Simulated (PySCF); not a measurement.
The PySCF input:
```python
from pyscf import gto, scf, cc

mol = gto.M(
    atom='''
Si    0.066853   -0.426757    0.002742
O    -0.165911    1.059089   -0.006804
H    -0.984656   -1.434017   -0.000317
H     1.375997   -1.064103    0.016367
''',
    basis='6-31g*',
    charge=0,
    spin=0,
    verbose=4,
)

mf = scf.RHF(mol)
mf.kernel()

mycc = cc.CCSD(mf)
mycc.kernel()
print('E(CCSD) = %.10f' % mycc.e_tot)
```

Problem. What does this run give for the MP2 correlation energy, SCF-reference Mulliken (on the basis functions themselves) charges in atom order, coupled-cluster correlation energy (without the perturbative part)?

Solution. 
The MP2 correlation energy comes out as -0.2733 Eh and the SCF-reference Mulliken (on the basis functions themselves) charges in atom order is Si1 0.96, O2 -0.71, H3 -0.13, H4 -0.13. The coupled-cluster correlation energy (without the perturbative part) comes out as -0.2838 Eh.
